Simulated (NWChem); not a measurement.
System: HSeBr; SMILES [SeH]Br

Excerpt of the output:

```
             Northwest Computational Chemistry Package (NWChem) 7.3.0
             --------------------------------------------------------

                             Geometry "geometry" -> ""
                             -------------------------

 Output coordinates in angstroms (scale by  1.889725989 to convert to a.u.)

  No.       Tag          Charge          X              Y              Z
 ---- ---------------- ---------- -------------- -------------- --------------
    1 Se                  34.0000     0.03334400    -1.15279600     0.00000000
    2 H                    1.0000    -1.43660700    -1.27253800     0.00000000
    3 Br                  35.0000     0.02058200     1.17302600     0.00000000

 Effective nuclear repulsion energy (a.u.)     289.4533910309

                              NWChem Property Module
                              ----------------------

  itol2e modified to match energy
  convergence criterion.

                                 NWChem DFT Module
                                 -----------------

 Summary of "ao basis" -> "ao basis" (spherical)
 ------------------------------------------------------------------------------
       Tag                 Description            Shells   Functions and Types
 ---------------- ------------------------------  ------  ---------------------
 Se                         pcsseg-1                15       41   5s7p3d
 H                          pcsseg-1                 3        5   2s1p
 Br                         pcsseg-1                15       41   5s7p3d

  itol2e modified to match energy
  convergence criterion.

            General Information
            -------------------
          SCF calculation type: DFT
          Wavefunction type:  closed shell.
          No. of atoms     :     3
          No. of electrons :    70
           Alpha electrons :    35
            Beta electrons :    35
          Charge           :     0
          Spin multiplicity:     1
          Use of symmetry is: off; symmetry adaption is: off
          Maximum number of iterations: 150
          AO basis - number of functions:    87
                     number of shells:    33
          Convergence on energy requested:  1.00D-07
          Convergence on density requested:  1.00D-05
          Convergence on gradient requested:  5.00D-04

              XC Information
              --------------
                          KT2 Method XC Functional
                        Slater Exchange Functional  1.072 local
                           KT1 gradient correction  1.000 non-local
            Perdew 1991 LDA Correlation Functional  0.577 local

             Grid Information
             ----------------
          Grid used for XC integration:  fine
          Radial quadrature: Mura-Knowles
          Angular quadrature: Lebedev.
          Tag              B.-S. Rad. Rad. Pts. Rad. Cut. Ang. Pts.
          ---              ---------- --------- --------- ---------
          Se                  1.15      140           8.0       974
          H                   0.35       60           9.0       590
          Br                  1.15      140          10.0       974
          Grid pruning is: on
          Number of quadrature shells:   340
          Spatial weights used:  Erf1

      Superposition of Atomic Density Guess
      -------------------------------------

 Sum of atomic energies:       -4972.12975367

      Non-variational initial energy
      ------------------------------

 Total energy =   -4972.354790
 1-e energy   =   -7504.756565
 2-e energy   =    2242.948384
 HOMO         =      -0.253440
 LUMO         =      -0.073302

   convergence    iter        energy       DeltaE   RMS-Dens  Diis-err
 ---------------- ----- ----------------- --------- --------- ---------
 d= 0,ls=0.0,diis     1  -4994.8262569704 -5.28D+03  1.17D-02  5.51D+00
 d= 0,ls=0.0,diis     2  -4994.8266259907 -3.69D-04  1.17D-02  5.33D-01
 d= 0,ls=0.0,diis     3  -4994.8109373620  1.57D-02  7.55D-03  5.00D-01
 d= 0,ls=0.0,diis     4  -4994.8686746930 -5.77D-02  1.83D-03  3.67D-02
 d= 0,ls=0.0,diis     5  -4994.8725569125 -3.88D-03  3.02D-04  4.12D-04
  Resetting Diis
 d= 0,ls=0.0,diis     6  -4994.8726079922 -5.11D-05  9.90D-05  7.86D-05
 d= 0,ls=0.0,diis     7  -4994.8726225754 -1.46D-05  3.18D-05  1.47D-06
 d= 0,ls=0.0,diis     8  -4994.8726222667  3.09D-07  1.94D-05  3.57D-06
 d= 0,ls=0.0,diis     9  -4994.8726228209 -5.54D-07  3.67D-06  1.06D-07
 d= 0,ls=0.0,diis    10  -4994.8726228312 -1.03D-08  1.07D-06  8.02D-09

         Total DFT energy =    -4994.872622831209
      One electron energy =    -7509.734423507057
           Coulomb energy =     2423.771941398617
    Exchange-Corr. energy =     -198.363531753649
 Nuclear repulsion energy =      289.453391030880

 Numeric. integr. density =       70.000000669316

                       DFT Final Molecular Orbital Analysis
                       ------------------------------------

 Vector   33  Occ=2.000000D+00  E=-2.976649D-01
              MO Center=  1.5D-02,  4.8D-01, -2.4D-10, r^2= 2.4D+00
   Bfn.  Coefficient  Atom+Function         Bfn.  Coefficient  Atom+Function
  ----- ------------  ---------------      ----- ------------  ---------------
    72      0.476992  3 Br pz                69      0.439944  3 Br pz
    26      0.291796  1 Se pz                23      0.257162  1 Se pz
    63     -0.168385  3 Br pz                66     -0.120117  3 Br pz
    17     -0.096666  1 Se pz                20     -0.069773  1 Se pz
    57      0.051206  3 Br pz                38      0.043144  1 Se d -1

 Vector   34  Occ=2.000000D+00  E=-2.693658D-01
              MO Center= -2.6D-02,  8.7D-01, -3.3D-12, r^2= 2.2D+00
   Bfn.  Coefficient  Atom+Function         Bfn.  Coefficient  Atom+Function
  ----- ------------  ---------------      ----- ------------  ---------------
    70      0.583700  3 Br px                67      0.513229  3 Br px
    61     -0.196165  3 Br px                42      0.172427  2 H  s
    64     -0.138637  3 Br px                21     -0.122446  1 Se px
     5     -0.118322  1 Se s                  4     -0.103532  1 Se s
    24     -0.090968  1 Se px                 3      0.089522  1 Se s

 Vector   35  Occ=2.000000D+00  E=-2.127400D-01
              MO Center=  5.5D-03, -4.7D-01, -5.5D-10, r^2= 3.0D+00
   Bfn.  Coefficient  Atom+Function         Bfn.  Coefficient  Atom+Function
  ----- ------------  ---------------      ----- ------------  ---------------
    26      0.558185  1 Se pz                23      0.447942  1 Se pz
    72     -0.382067  3 Br pz                69     -0.316845  3 Br pz
    17     -0.165685  1 Se pz                63      0.120166  3 Br pz
    20     -0.117076  1 Se pz                66      0.083691  3 Br pz
    11      0.049931  1 Se pz                57     -0.036165  3 Br pz

 Vector   36  Occ=0.000000D+00  E=-1.322914D-01
              MO Center=  8.3D-03, -2.4D-01,  2.1D-10, r^2= 3.6D+00
   Bfn.  Coefficient  Atom+Function         Bfn.  Coefficient  Atom+Function
  ----- ------------  ---------------      ----- ------------  ---------------
    25      0.723361  1 Se py                71      0.645584  3 Br py
    22      0.417587  1 Se py                68      0.376758  3 Br py
    51     -0.260575  3 Br s                  5      0.223984  1 Se s
     4      0.210293  1 Se s                 50     -0.204968  3 Br s
    49      0.162806  3 Br s                  3     -0.155326  1 Se s

 Vector   37  Occ=0.000000D+00  E=-3.429315D-02
              MO Center= -8.1D-01, -1.1D+00,  3.0D-10, r^2= 3.2D+00
   Bfn.  Coefficient  Atom+Function         Bfn.  Coefficient  Atom+Function
  ----- ------------  ---------------      ----- ------------  ---------------
    43      1.223814  2 H  s                 24      0.906782  1 Se px
     5     -0.639822  1 Se s                 42      0.361736  2 H  s
    21      0.314778  1 Se px                 4     -0.297097  1 Se s
     3      0.223756  1 Se s                 15     -0.122725  1 Se px
    41      0.101352  1 Se d  2              70     -0.083765  3 Br px

 Vector   38  Occ=0.000000D+00  E= 2.018138D-01
              MO Center= -8.5D-01, -8.0D-01, -2.4D-10, r^2= 3.7D+00
   Bfn.  Coefficient  Atom+Function         Bfn.  Coefficient  Atom+Function
  ----- ------------  ---------------      ----- ------------  ---------------
    43      1.066930  2 H  s                 42     -0.579567  2 H  s
    50     -0.419282  3 Br s                  4     -0.327130  1 Se s
    39      0.299301  1 Se d  0              41     -0.286818  1 Se d  2
    51      0.285321  3 Br s                 37     -0.275298  1 Se d -2
    83      0.254600  3 Br d -2              49      0.174486  3 Br s

     Multipole analysis of the density
     ---------------------------------

     L   x y z        total         alpha         beta         nuclear
     -   - - -        -----         -----         ----         -------
     0   0 0 0     -0.000000    -35.000000    -35.000000     70.000000

     1   1 0 0     -0.291890     -0.540386     -0.540386      0.788883
     1   0 1 0     -0.382595     -0.747168     -0.747168      1.111741
     1   0 0 1     -0.000000     -0.000000     -0.000000      0.000000

     2   2 0 0    -26.297077    -16.927561    -16.927561      7.558044
     2   1 1 0      0.936140     -1.971377     -1.971377      4.878893
     2   1 0 1      0.000000      0.000000      0.000000      0.000000
     2   0 2 0    -24.931198   -182.024939   -182.024939    339.118680
     2   0 1 1      0.000000      0.000000      0.000000      0.000000
     2   0 0 2    -29.358636    -14.679318    -14.679318      0.000000

          -----------------------------------------
          Chemical Shielding Tensors (GIAO, in ppm)
          -----------------------------------------

                                NWChem CPHF Module
                                ------------------

  scftype          =     RHF
  nclosed          =       35
  nopen            =        0
  variables        =     1820
  # of vectors     =        3
  tolerance        = 0.10D-03
  level shift      = 0.00D+00
  max iterations   =       50
  max subspace     =       30

 SCF residual:    1.1976359184522571E-005

Iterative solution of linear equations
  No. of variables     1820
  No. of equations        3
  Maximum subspace       30
        Iterations       50
       Convergence  1.0D-04

   iter   nsub   residual    time
   ----  ------  --------  ---------
     1      3    8.05D-06      22.4

      Atom:    1  Se
        Diamagnetic
   2997.6794      0.4681      0.0000
      0.4681   3011.7368      0.0000
      0.0000      0.0000   2991.6071

        Paramagnetic
  -2816.8107    403.1977     -0.0000
    403.1977   -925.8362      0.0000
     -0.0000      0.0000  -1682.9277

        Total Shielding Tensor
    180.8687    403.6658     -0.0000
    403.6658   2085.9006      0.0000
     -0.0000      0.0000   1308.6794

           isotropic =    1191.8162
          anisotropy =    1464.1335

          Principal Components and Axis System
                 1           2           3
             2167.9052   1308.6794     98.8641

      1         0.1991     -0.0000      0.9800
      2         0.9800     -0.0000     -0.1991
      3         0.0000      1.0000      0.0000

      Atom:    2  H
        Diamagnetic
     43.9616      5.1584      0.0000
      5.1584     23.0145      0.0000
      0.0000      0.0000     15.5434

        Paramagnetic
    -10.9293      1.1063      0.0000
      1.1063      5.3549      0.0000
      0.0000      0.0000      1.0781

        Total Shielding Tensor
     33.0324      6.2648      0.0000
      6.2648     28.3694      0.0000
      0.0000      0.0000     16.6215

           isotropic =      26.0078
          anisotropy =      17.0665

          Principal Components and Axis System
                 1           2           3
               37.3854     24.0164     16.6215

      1         0.8212     -0.5706     -0.0000
      2         0.5706      0.8212     -0.0000
      3         0.0000      0.0000      1.0000

      Atom:    3  Br
        Diamagnetic
   3118.0800     -0.0040      0.0000
     -0.0040   3137.4196     -0.0000
      0.0000     -0.0000   3118.3750

        Paramagnetic
   -497.6424    -85.7433     -0.0000
    -85.7433    -88.7198     -0.0000
     -0.0000     -0.0000  -1157.7368

        Total Shielding Tensor
   2620.4376    -85.7473     -0.0000
    -85.7473   3048.6998     -0.0000
     -0.0000     -0.0000   1960.6382

           isotropic =    2543.2585
          anisotropy =     782.9575

          Principal Components and Axis System
                 1           2           3
             3065.2302   2603.9072   1960.6382

      1        -0.1893      0.9819      0.0000
      2         0.9819      0.1893      0.0000
      3        -0.0000     -0.0000      1.0000
```

Level: KT2/pcSseg-1, GIAO. Coordinates come from a PBE0/def2-SVP optimisation. The printed shielding anisotropy is the first printed principal value minus the mean of the other two.

### Question
Reconstruct the input file.

### Answer
This is not unique; one that fits is the input that was run:
```
start job
memory heap 200 mb stack 900 mb global 1100 mb
geometry units angstroms noautosym nocenter noautoz
  Se     0.033344    -1.152796     0.000000
  H     -1.436607    -1.272538     0.000000
  Br     0.020582     1.173026     0.000000
end
basis spherical
  * library pcsseg-1
end
dft
  xc kt2
  iterations 150
end
property
  shielding
end
task dft property
```
